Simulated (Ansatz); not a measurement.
`C[SiH](F)N=C=O`, charge 0, multiplicity 1.

(1) Give a relaxed structure at PBE0-D4/def2-TZVP (Ansatz 0.2.0). (Best estimate.)

Answers

(1) Computed: 
Cartesian coordinates in Å:
```
C -0.661 0.480 1.397
Si 0.311 0.617 -0.162
F -0.397 1.659 -1.142
N 0.351 -0.894 -0.950
C 0.552 -1.726 -1.783
O 0.731 -2.566 -2.567
H -1.679 0.143 1.188
H -0.714 1.446 1.905
H -0.194 -0.239 2.074
H 1.700 1.080 0.041
```
This is one stationary point; other conformers may exist.
